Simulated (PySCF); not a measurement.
## Two-component Hartree-Fock for Os⁺ (osmium, charge +1)

Start: [Xe] 4f14 5d6 6p1; 5d3/2 filled at m_j = +3/2; 5d5/2 filled at m_j = -3/2, -1/2, +1/2, +3/2, +5/2; 6p3/2 filled at m_j = +3/2. Calculated with PySCF 2.14 in x2c-TZVPall-2c: generalised Hartree-Fock with the X2C-1e Hamiltonian and a Gaussian nucleus; spin-orbit coupling (SO) screened by Boettger's factors. This is a chosen level, not necessarily the ground level.

```json
{"spinor shell": "1s1/2", "electrons": "2", "ε, screened SO (eV)": "-74264.2", "weight of nominal j (screened SO)": "1.000", "rms radius, screened SO (bohr)": "0.0201"}
{"spinor shell": "2s1/2", "electrons": "2", "ε, screened SO (eV)": "-13084.4", "weight of nominal j (screened SO)": "1.000", "rms radius, screened SO (bohr)": "0.0809"}
{"spinor shell": "2p1/2", "electrons": "2", "ε, screened SO (eV)": "-12505.4", "weight of nominal j (screened SO)": "1.000", "rms radius, screened SO (bohr)": "0.0687"}
{"spinor shell": "2p3/2", "electrons": "4", "ε, screened SO (eV)": "-10968.4", "weight of nominal j (screened SO)": "1.000", "rms radius, screened SO (bohr)": "0.0764"}
{"spinor shell": "3s1/2", "electrons": "2", "ε, screened SO (eV)": "-3116.4", "weight of nominal j (screened SO)": "1.000", "rms radius, screened SO (bohr)": "0.207"}
{"spinor shell": "3p1/2", "electrons": "2", "ε, screened SO (eV)": "-2858.0", "weight of nominal j (screened SO)": "1.000", "rms radius, screened SO (bohr)": "0.198"}
{"spinor shell": "3p3/2", "electrons": "4", "ε, screened SO (eV)": "-2517.5", "weight of nominal j (screened SO)": "1.000", "rms radius, screened SO (bohr)": "0.214"}
{"spinor shell": "3d3/2", "electrons": "4", "ε, screened SO (eV)": "-2089.8", "weight of nominal j (screened SO)": "1.000", "rms radius, screened SO (bohr)": "0.188"}
{"spinor shell": "3d5/2", "electrons": "6", "ε, screened SO (eV)": "-2016.4", "weight of nominal j (screened SO)": "1.000", "rms radius, screened SO (bohr)": "0.193"}
{"spinor shell": "4s1/2", "electrons": "2", "ε, screened SO (eV)": "-699.16", "weight of nominal j (screened SO)": "1.000", "rms radius, screened SO (bohr)": "0.459"}
{"spinor shell": "4p1/2", "electrons": "2", "ε, screened SO (eV)": "-589.63", "weight of nominal j (screened SO)": "1.000", "rms radius, screened SO (bohr)": "0.466"}
{"spinor shell": "4p3/2", "electrons": "4", "ε, screened SO (eV)": "-508.58", "weight of nominal j (screened SO)": "1.000", "rms radius, screened SO (bohr)": "0.499"}
{"spinor shell": "4d3/2", "electrons": "4", "ε, screened SO (eV)": "-328.50", "weight of nominal j (screened SO)": "0.999", "rms radius, screened SO (bohr)": "0.519"}
{"spinor shell": "4d5/2", "electrons": "6", "ε, screened SO (eV)": "-312.79", "weight of nominal j (screened SO)": "1.000", "rms radius, screened SO (bohr)": "0.531"}
{"spinor shell": "5s1/2", "electrons": "2", "ε, screened SO (eV)": "-117.49", "weight of nominal j (screened SO)": "1.000", "rms radius, screened SO (bohr)": "1.08"}
{"spinor shell": "5p1/2", "electrons": "2", "ε, screened SO (eV)": "-82.623", "weight of nominal j (screened SO)": "0.683", "rms radius, screened SO (bohr)": "1.06"}
{"spinor shell": "4f5/2", "electrons": "6", "ε, screened SO (eV)": "-82.236", "weight of nominal j (screened SO)": "0.893", "rms radius, screened SO (bohr)": "0.689"}
{"spinor shell": "4f7/2", "electrons": "8", "ε, screened SO (eV)": "-79.253", "weight of nominal j (screened SO)": "0.991", "rms radius, screened SO (bohr)": "0.611"}
{"spinor shell": "5d5/2", "electrons": "5", "ε, screened SO (eV)": "-22.676", "weight of nominal j (screened SO)": "0.487", "rms radius, screened SO (bohr)": "1.84"}
{"spinor shell": "5d3/2", "electrons": "1", "ε, screened SO (eV)": "-19.150", "weight of nominal j (screened SO)": "0.664", "rms radius, screened SO (bohr)": "1.87"}
{"spinor shell": "6p3/2", "electrons": "1", "ε, screened SO (eV)": "-9.868", "weight of nominal j (screened SO)": "1.000", "rms radius, screened SO (bohr)": "4.19"}
```

Question: Where does 5p3/2 lie, and what is the 5p spin-orbit splitting (screened SO)?

Answer: At -67.520 eV, 15.102 eV above 5p1/2.

```json
{"quantity": "E (hartree)", "screened SO": "-17263.27230"}
{"quantity": "M_J", "screened SO": "11/2"}
{"quantity": "⟨J²⟩", "screened SO": "35.820"}
{"quantity": "⟨L²⟩", "screened SO": "12.830"}
{"quantity": "⟨S²⟩", "screened SO": "8.508"}
```

Each row is a mean over spinors that exchange with the open shell spreads, by up to 7.860 eV (5p3/2).

Rows whose weight is well below 1 are mixtures of j = l ± 1/2: exchange outweighs spin-orbit coupling there, and the label is only the starting occupation.

⟨J²⟩ departs a little from M_J(M_J + 1) because the unrestricted spinors polarise the closed shells.

Breit and QED terms are absent; they matter most for the inner s and p1/2 levels.

Densities and radii are taken from the X2C orbitals without a picture-change correction, which distorts them close to the nucleus.
